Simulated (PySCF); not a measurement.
## Electron correlation in Se⁺ (selenium, charge +1)

[Ar] 3d10 4s1 4p4, high-spin 4P determinant (an excited configuration). Computed with PySCF 2.14 in x2c-TZVPPall with one added diffuse shell each of s, p, d type (7s6p5d1f, 57 functions), with scalar relativity by spin-free X2C-1e. Frozen: [Ne]; 23 electrons correlated.

```json
{"level": "CCSD", "correlation energy (mhartree)": "-279.64"}
{"level": "(T)", "correlation energy (mhartree)": "-13.20"}
{"level": "CCSD(T)", "correlation energy (mhartree)": "-292.84"}
```

Diagnostics: T1 = 0.0087, D1 = 0.0460, largest double amplitude 0.186.

A double-excitation amplitude exceeds 0.15, a sign of near-degeneracy.

Cost of the coupled-cluster step: roughly 30 core-seconds, for 23 correlated electrons.

This basis was not built for core-valence correlation, so the inner-shell part is incomplete.
